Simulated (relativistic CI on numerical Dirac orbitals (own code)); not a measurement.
Hf²⁷⁺: q coefficients and field-shift factors

Computed by Dirac-Coulomb-Breit CI, separate exchange-only KLI orbitals for each configuration, derivatives by finite differences, unscaled Slater integrals, QED left out (own radial code, finite nucleus).

Configurations in the expansion (outside the closed core [Ar] 3d10): 4s2.4p6.4d9, 4s2.4p5.4d10, 4s2.4p6.4d8.4f, 4s.4p6.4d10, 4s2.4p5.4d9.4f, 4s.4p6.4d9.4f, 4s2.4p6.4d8.5s, 4s2.4p6.4d8.5p. Levels of other configurations are missing.

With x = (α/α₀)² − 1 an excitation energy changes as ω = ω₀ + qx; K = 2q/ω₀ is the relative enhancement. Terms are leading LS components, so labels can repeat. The field-shift factor is F = δν/δ⟨r²⟩ for the transition from the lowest level.

Lowest level 4s2.4p6.4d9 2D_5/2.

| Level | ω₀ (cm⁻¹) | q (cm⁻¹) | F (GHz/fm²) |
| --- | --- | --- | --- |
| 4s2.4p6.4d9 2D_3/2 | 113004 | 114100 | 2.76 |
| 4s2.4p5.4d10 2P°_3/2 | 1368324 | 133200 | 10.4 |
| 4s2.4p6.4d8.4f 4F°_5/2 | 1460439 | 5.922 | 16.9 |
| 4s2.4p6.4d8.4f 4F°_7/2 | 1465808 | 7374 | 17.1 |
| 4s2.4p6.4d8.4f 4D°_3/2 | 1475303 | 5049 | 16.9 |
| 4s2.4p6.4d8.4f 4F°_9/2 | 1485286 | 18210 | 17.6 |
| 4s2.4p6.4d8.4f 2F°_5/2 | 1488721 | 9825 | 17.1 |
| 4s2.4p6.4d8.4f 4I°_13/2 | 1494201 | -875.8 | 17.2 |
| 4s2.4p6.4d8.4f 2P°_1/2 | 1501779 | 28180 | 17.4 |
| 4s2.4p6.4d8.4f 4I°_15/2 | 1503583 | 20390 | 18 |
| 4s2.4p6.4d8.4f 4H°_11/2 | 1504170 | 4971 | 17.3 |
| 4s2.4p6.4d8.4f 4D°_7/2 | 1508161 | 20640 | 17.4 |
| 4s2.4p6.4d8.4f 2G°_9/2 | 1515871 | 12330 | 17.7 |

At this charge energies of transitions that change n are usually good to better than 1 %, and those within a shell (Δn = 0) to a few per cent.

(1) Which transition from the lowest level has the largest |K|?

Results:

(1) 4s2.4p6.4d9 2D_3/2 at 113004 cm⁻¹, K = 2.02.
